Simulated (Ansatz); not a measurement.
Ideal-gas functions of C$_{2}$H$_{3}$BO, SMILES `BC=C=O` at 600 K and 1 bar, from an Ansatz frequency run at PBE0-D4/def2-TZVP.

Molar mass 53.86 g/mol, point group Cs (symmetry number 1), electronic degeneracy 1, moments of inertia 13.449, 96.728, 110.177 u Å². Harmonic wavenumbers (cm⁻¹, unscaled): 182, 315, 611, 622, 720, 822, 981, 1061, 1103, 1228, 1365, 2242, 2590, 2676, 3211.

Use S(trans) = R[1.5 ln M + 2.5 ln T − 1.1517]; rotational temperatures θ = 24.2544 K / I; S(rot) = R[ln(√π/σ · √(T³/θAθBθC)) + 1.5]; for each mode x = 1.438777 ν̃/T, S = R[x/(eˣ − 1) − ln(1 − e⁻ˣ)] and H = RT x/(eˣ − 1); 1 cm⁻¹ = 0.0119627 kJ/mol; R = 8.31446 J/(mol·K).

Task: By hand: the entropy, in J/(mol·K).

Result: Translation 173.1. Rotation: θ = 1.8034, 0.2507, 0.2201 K, giving 106.6. Vibration, mode by mode: 15.27, 10.84, 5.84, 5.72, 4.74, 3.90, 2.89, 2.48, 2.29, 1.81, 1.39, 0.25, 0.12, 0.10, 0.03, in all 57.7. Electronic 0.0. Sum 337.4 J/(mol·K).

Task: By hand: H − E and G − E in kJ/mol, counted from the electronic energy.

Result: Zero-point energy ½ × 19729 × 0.0119627 = 118.0; thermal vibration 20.2; translation, rotation and pV give 4 RT = 20.0. H − E = 158.2 kJ/mol, and G − E = 158.2 − 600 × 337.4/1000 = -44.2 kJ/mol.

Vibration gives 17 % of the entropy.
